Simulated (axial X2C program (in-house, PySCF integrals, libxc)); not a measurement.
**Outer orbitals of TmC at 2.332 Å, HF**

Calculated with an axial X2C code built on PySCF integrals. Spin-free means the one-electron spin-free X2C Hamiltonian; two-component (2c) means X2C with spin–orbit coupling and atomic mean-field two-electron Coulomb and Gaunt terms, so the difference of the two also holds small scalar two-electron terms. Basis: Tm dyall-cv3z [13s14p10d7f3g], C dyall-v3z [7s6p2d1f] (cores contracted in-house); Gaussian nuclei, density fitting, unrestricted open shells. Masses: Tm 168.934 u, C 12.000 u.

The distance is close to the 2c PBE0 minimum; the highest filled and lowest empty levels are listed.

Spin-free orbitals, state M_S = 3/2, Λ = 1 (beyond evenly filled blocks: 2 × π+α, π+β, 2 × π-α) (Löwdin shares):

```json
{"symmetry": "π-α", "occupied": "yes", "ε (eV)": "-15.30", "atomic character": "100% Tm f"}
{"symmetry": "π+α", "occupied": "yes", "ε (eV)": "-15.30", "atomic character": "100% Tm f"}
{"symmetry": "σα", "occupied": "yes", "ε (eV)": "-14.89", "atomic character": "99% Tm f"}
{"symmetry": "σβ", "occupied": "yes", "ε (eV)": "-14.36", "atomic character": "91% Tm f, 6% C s"}
{"symmetry": "δ-α", "occupied": "yes", "ε (eV)": "-14.25", "atomic character": "100% Tm f"}
{"symmetry": "δ+α", "occupied": "yes", "ε (eV)": "-14.25", "atomic character": "100% Tm f"}
{"symmetry": "δ+β", "occupied": "yes", "ε (eV)": "-13.64", "atomic character": "100% Tm f"}
{"symmetry": "φ+α", "occupied": "yes", "ε (eV)": "-13.53", "atomic character": "100% Tm f"}
{"symmetry": "φ-α", "occupied": "yes", "ε (eV)": "-13.53", "atomic character": "100% Tm f"}
{"symmetry": "σβ", "occupied": "yes", "ε (eV)": "-13.07", "atomic character": "61% C s, 12% Tm f, 10% Tm d"}
{"symmetry": "φ+β", "occupied": "yes", "ε (eV)": "-12.78", "atomic character": "100% Tm f"}
{"symmetry": "δ-β", "occupied": "yes", "ε (eV)": "-12.62", "atomic character": "100% Tm f"}
{"symmetry": "π+β", "occupied": "yes", "ε (eV)": "-12.36", "atomic character": "100% Tm f"}
{"symmetry": "φ-β", "occupied": "yes", "ε (eV)": "-12.06", "atomic character": "100% Tm f"}
{"symmetry": "σα", "occupied": "yes", "ε (eV)": "-9.99", "atomic character": "85% C p, 6% Tm d, 4% Tm s"}
{"symmetry": "π+α", "occupied": "yes", "ε (eV)": "-9.38", "atomic character": "84% C p, 8% Tm d, 5% Tm f"}
{"symmetry": "π-α", "occupied": "yes", "ε (eV)": "-9.38", "atomic character": "84% C p, 8% Tm d, 5% Tm f"}
{"symmetry": "σβ", "occupied": "yes", "ε (eV)": "-5.65", "atomic character": "70% Tm s, 24% Tm p, 3% C p"}
{"symmetry": "σα", "occupied": "no", "ε (eV)": "-0.04", "atomic character": "85% Tm s, 8% Tm p, 5% Tm d"}
{"symmetry": "π+β", "occupied": "no", "ε (eV)": "0.27", "atomic character": "94% Tm p, 4% Tm d, 2% C p"}
{"symmetry": "π-β", "occupied": "no", "ε (eV)": "0.27", "atomic character": "94% Tm p, 4% Tm d, 2% C p"}
{"symmetry": "π+α", "occupied": "no", "ε (eV)": "0.87", "atomic character": "97% Tm p"}
{"symmetry": "π-α", "occupied": "no", "ε (eV)": "0.87", "atomic character": "97% Tm p"}
```

Spinors with spin–orbit coupling (state Ω = 5/2):

```tsv
ω	occupied	ε (eV)	atomic character	λ mixture
-1/2	yes	-15.49	99% Tm f	66% π, 34% σ
1/2	yes	-15.14	99% Tm f	71% σ, 29% π
-3/2	yes	-15.03	100% Tm f	77% δ, 23% π
3/2	yes	-14.98	100% Tm f	72% π, 28% δ
-5/2	yes	-14.39	100% Tm f	73% φ, 27% δ
5/2	yes	-14.32	100% Tm f	51% φ, 49% δ
3/2	yes	-14.16	100% Tm f	72% δ, 28% π
-1/2	yes	-13.85	82% Tm f, 13% C s	70% σ, 30% π
5/2	yes	-13.18	100% Tm f	51% δ, 49% φ
7/2	yes	-13.02	100% Tm f	100% φ
-1/2	yes	-13.01	54% C s, 22% Tm f, 8% Tm d	96% σ, 4% π
-5/2	yes	-12.23	100% Tm f	73% δ, 27% φ
1/2	yes	-12.19	99% Tm f	71% π, 29% σ
-7/2	yes	-12.03	100% Tm f	100% φ
1/2	yes	-9.96	84% C p, 6% Tm d, 4% Tm s	100% σ
-1/2	yes	-9.38	83% C p, 8% Tm d, 5% Tm f	100% π
3/2	yes	-9.37	84% C p, 8% Tm d, 5% Tm f	100% π
-1/2	yes	-5.66	70% Tm s, 24% Tm p, 3% C p	100% σ
1/2	no	-0.04	85% Tm s, 8% Tm p, 5% Tm d	100% σ
1/2	no	0.23	94% Tm p, 4% Tm d, 2% C p	100% π
-3/2	no	0.30	94% Tm p, 4% Tm d, 2% C p	100% π
-1/2	no	0.86	96% Tm p, 3% Tm d	98% π, 2% σ
```

Mulliken charges and populations of the two-component result (they depend on the basis, above all on diffuse functions):

Tm 0.56 e (s 10.87 p 24.28 d 20.24 f 13.04 g 0.01), C -0.56 e (s 3.83 p 2.72 d 0.01). ⟨Lz⟩ = 1.23 ħ and ⟨Sz⟩ = 1.27 ħ (-0.11 and 1.38 on the two atoms), which add up to Ω.

Occupations by symmetry block were frozen at the best pattern of an incomplete PBE0 search. Other states lie close and PBE0, whose exact exchange favours high spin, may order them wrongly; the determinant shown need not be the ground state. The nearest other spin-free determinant of the search, M_S = 5/2, Λ = 1, lies 0.14 eV up at the distance of the search. With several unpaired electrons one determinant need not be a pure state. A state of lower Ω lies just above, and one determinant can place such states too high, so the state shown need not be the lowest. The search has Ω = 1/2 only 0.09 eV up. The determinant is spin-polarised beyond a pure state at some levels (its spin-free form has ⟨S²⟩ too high), which makes Re and μ there less reliable.
